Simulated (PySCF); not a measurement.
Species: `[Si@H]1(/C=C/SC)SCCO1`. The columns A, B, C and D hold Mulliken, IAO, Hirshfeld and ESP-fitted charges (e) of one PBE0/pcSseg-1 density (PySCF), in a shuffled order. Coordinates in Å (GFN2-xTB); the density's dipole moment is (1.07, -0.32, 0.49) D.

```csv
atom,x,y,z,A,B,C,D
C1,4.508,-0.024,-0.688,-0.507,-0.114,-0.396,-0.421
S2,3.012,-0.582,-1.559,+0.182,+0.038,+0.070,-0.109
C3,1.797,-0.145,-0.384,-0.226,-0.052,-0.283,+0.072
C4,0.490,-0.306,-0.564,-0.492,-0.172,-0.357,-0.737
Si5,-0.749,0.195,0.730,+1.060,+0.381,+0.946,+0.934
O6,-2.036,-0.797,0.621,-0.640,-0.231,-0.611,-0.429
C7,-3.301,-0.213,0.722,-0.049,+0.004,+0.086,-0.062
C8,-3.332,1.112,-0.025,-0.349,-0.076,-0.356,-0.207
S9,-1.816,2.042,0.379,-0.235,-0.130,-0.310,-0.368
H10,4.452,1.049,-0.526,+0.160,+0.050,+0.157,+0.148
H11,5.352,-0.259,-1.328,+0.174,+0.058,+0.159,+0.213
H12,4.598,-0.554,0.256,+0.159,+0.050,+0.155,+0.140
H13,2.199,0.272,0.526,+0.147,+0.049,+0.135,+0.175
H14,0.148,-0.730,-1.499,+0.165,+0.047,+0.133,+0.313
H15,-0.235,0.270,2.092,-0.150,-0.081,-0.096,-0.178
H16,-4.028,-0.911,0.297,+0.153,+0.050,+0.127,+0.123
H17,-3.540,-0.049,1.779,+0.130,+0.037,+0.116,+0.092
H18,-4.188,1.716,0.264,+0.166,+0.052,+0.163,+0.162
H19,-3.341,0.953,-1.103,+0.153,+0.040,+0.162,+0.139
```

Q: Which column most likely holds the ESP-fitted charges?

A: D. Σ q r misses the density's dipole by 0.03 D (D), 0.77 D (B), 0.85 D (C), 1.20 D (A). Charges fitted to the outside potential are the only set here that is tied to the molecule's multipoles.

Q: And the Hirshfeld charges?

A: B. The mean sizes are 0.090 e (B), 0.253 e (C), 0.264 e (D), 0.279 e (A), and Hirshfeld charges are commonly the smallest of these schemes.

As computed, A = IAO, B = Hirshfeld, C = Mulliken, D = ESP-fitted. Hydrogens on carbon: IAO +0.13 to +0.17, Hirshfeld +0.04 to +0.06, Mulliken +0.12 to +0.16, ESP-fitted +0.09 to +0.31 e.

The ESP scheme is a least-squares fit of atom-centred charges to the potential on four shells outside the van der Waals surface, with the total charge fixed. The Hirshfeld scheme weights the molecular density at each point by an atom's share of the summed free-atom densities.

One conformer (not necessarily the lowest) at the GFN2-xTB geometry, without solvent, vibrations or thermal averaging.

These values come from a run that also computed NMR shieldings. On Arm Neoverse N1, one thread, on a shared host, this took 1.8 min of wall time (grids of density and orbitals included) and 1.0 GiB of memory at its peak.
